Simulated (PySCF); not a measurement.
# Reading the logs of faulty runs: CH4NOSi anion

Calculated results; nothing here was measured. The program is PySCF 2.14.0, an open-source quantum chemistry code, run on an isolated molecule that a program drew, which may never have been made. The molecule is CH4NOSi anion (charge -1, singlet), drawn as the SMILES string `C[Si](=N)[O-]`.

Each row is a Hartree-Fock (HF) and frozen-core CCSD(T) single point in the aug-cc-pV(D+d)Z basis, meant for a local HF minimum. Run 1 is clean. Each other run has one planted mistake out of seven kinds, and not every kind appears here: one electron removed, one electron added, multiplicity raised by two, geometry at a saddle point, minimal basis STO-3G, one bond length entered in bohr, all coordinates scaled. The reference is restricted for singlets and unrestricted otherwise, and also for a bond in bohr. Adding or removing an electron swaps singlet and doublet. Electrons count all cores. HOMO and LUMO are orbital energies over both spins, the gradient is its largest component, and the lowest frequency (negative if imaginary) is given only where the gradient is small. Bond lengths are over the 7 bonds as drawn. T1 is the CCSD diagnostic: over 0.02 (restricted) or 0.045 (unrestricted) a single reference is doubtful.

Geometry of the clean run:
```xyz
8
CH4NOSi anion, angstrom
C    -1.4513    1.6964    0.8450
Si   -3.0074    0.6920    0.3987
N    -3.8290    1.1534   -0.9208
O    -3.2631   -0.4498    1.3926
H    -0.5806    1.0338    0.8688
H    -1.2491    2.5153    0.1509
H    -1.5566    2.1088    1.8532
H    -3.4380    1.9464   -1.3996
```

```
run,electrons,basis functions,<S^2>,HOMO (eV),LUMO (eV),gradient (hartree/bohr),lowest frequency (cm^-1),mean bond (Å),longest bond (Å),T1,HF (hartree),CCSD(T) (hartree),mistake
1,40,137,0.000,-4.36,3.65,2.9e-05,91,1.3355,1.905,0.0180,-458.51622,-459.21137,no fault
2,40,28,0.000,2.25,16.04,3.5e-02,-,1.3355,1.905,0.0235,-452.66062,-452.90612,minimal basis STO-3G
3,39,137,0.786,-11.02,-0.81,1.0e-01,-,1.3355,1.905,0.0286,-458.43749,-459.08214,one electron removed
4,40,137,0.000,-4.42,3.69,8.3e-02,-,1.2647,1.804,0.0164,-458.48687,-459.16593,?
5,40,137,2.014,0.34,2.97,9.7e-02,-,1.3355,1.905,0.0417,-458.42196,-459.07683,?
```

**Which mistake was planted in run 4, and what did it cost?**

The mean and the longest bond both change by the same factor, 0.947, and the gradient is no longer small. So the mistake is: all coordinates scaled. Subtracting run 1 and multiplying by 627.51 kcal/mol a hartree, the energy moved by 18.4 kcal/mol in HF and 28.5 kcal/mol in CCSD(T).

**Which mistake was planted in run 5, and what did it cost?**

Electrons, basis and geometry are unchanged, and <S^2> is 2.014, beside S(S+1) = 2.00 for a multiplicity of 3. So the mistake is: multiplicity raised by two. Subtracting run 1 and multiplying by 627.51 kcal/mol a hartree, the energy moved by 59.1 kcal/mol in HF and 84.4 kcal/mol in CCSD(T).

Cautions from the logs. Run 2: T1 is over the limit, so its CCSD(T) energy is less reliable and the HOMO is above zero, so the electron isn't bound and the energy depends on the basis; run 5: the HOMO is above zero, so the electron isn't bound and the energy depends on the basis.
